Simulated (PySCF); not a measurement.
H3O3P, SMILES OP(O)O. Atoms are numbered in the order given.

```xyz
7

P      0.0000     0.0000    -0.4897
O      1.1551     0.8556     0.3254
O     -1.3185     0.5726     0.3254
O      0.1634    -1.4282     0.3254
H      1.3766     1.6661    -0.1547
H     -2.1312     0.3591    -0.1547
H      0.7546    -2.0252    -0.1547
```

Geometry: B3LYP-D3(BJ)/def2-SVP. Other conformers were not sampled.

Two levels are set side by side: PBE/pcSseg-1 (PySCF) and PBE0/pcSseg-1 (PySCF). GIAO shifts against H2O (¹⁷O), PH3 (³¹P), TMS (¹H) at the same level; non-relativistic, no solvent, atoms listed together averaged. Differences are taken from unrounded values.

```json
[
 {"quantity": "δ(³¹P) of P1 (ppm)", "PBE0": "441.9"},
 {"quantity": "δ(¹⁷O) of O2, O3, O4 (ppm)", "PBE0": "142.6"},
 {"quantity": "δ(¹H) of H5, H6, H7 (ppm)", "PBE0": "2.93"}
]
```

Question: What does PBE give, and how far is it from PBE0? (The exact figures need the calculation; the answer reports its results.)

Answer: 
| quantity | PBE | PBE minus PBE0 |
|---|---|---|
| δ(³¹P) of P1 (ppm) | 456.4 | 14.6 |
| δ(¹⁷O) of O2, O3, O4 (ppm) | 155.9 | 13.3 |
| δ(¹H) of H5, H6, H7 (ppm) | 2.92 | -0.01 |

Rough cost on one machine, each run with all the roots and properties that it gave: PBE0 against PBE within a factor of 2.
